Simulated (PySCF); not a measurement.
Excitations are Tamm–Dancoff values on a coarser integration grid. The basis has no diffuse functions, so Rydberg states are missing or too high.

Cartesian coordinates (Å):
```xyz
13

Si    -1.9259    -1.5670     0.1062
Al    -0.0300    -0.0063     0.0017
Si     2.2654    -0.8673    -0.1908
Si    -0.3654     2.4282     0.0853
H     -1.5615    -2.8760     0.7191
H     -2.3878    -1.8461    -1.2868
H     -3.0912    -1.0179     0.8557
H      2.8681    -0.9434     1.1737
H      3.1413     0.0187    -1.0093
H      2.3257    -2.2365    -0.7765
H     -1.7965     2.8360     0.1602
H      0.2302     3.0804    -1.1172
H      0.3276     2.9972     1.2788
```
Charge 0, spin multiplicity 1.

Question: Give the dipole moment, S1 excitation (TDA) and HOMO at the level M06-2X/def2-TZVP // PBE0-D3(BJ)/def2-TZVP in PySCF 2.14.0.

Answer: 
- dipole moment = 0.10 D
- S1 excitation (TDA) = 3.36 eV
- HOMO = -8.18 eV
